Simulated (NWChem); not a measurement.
Species: C2H6OSi; SMILES O=C[SiH2]C

```xyz
10

C     -1.0442    -1.4323     0.0000
Si     0.6471    -0.6353     0.0000
C      0.4031     1.2833     0.0000
O     -0.6993     1.7751     0.0000
H     -1.6099    -1.1139    -0.8885
H     -0.9784    -2.5304     0.0000
H     -1.6099    -1.1139     0.8885
H      1.4583    -0.9906     1.2081
H      1.4583    -0.9906    -1.2081
H      1.3120     1.9517     0.0000
```
Atoms are numbered in this order, from 1.

All runs: NWChem. The geometry was optimised at PBE0/def2-SVP. Level: PBE0/def2-SVP with SMD (1 M gas to 1 M solution), gas-phase geometry. Reactions with the solvent are ignored.

For solvent toluene:

```
Item                                         Result
-------------------------------------------  ------
solvation free energy (kcal/mol)               -2.0
cavity-dispersion-structure term (kcal/mol)    -0.4
dipole in solution (D)                         1.92
```

### Question
What are these values for solvent water?

### Answer
solvation free energy (kcal/mol): 0.2
cavity-dispersion-structure term (kcal/mol): 5.0
dipole in solution (D): 2.41
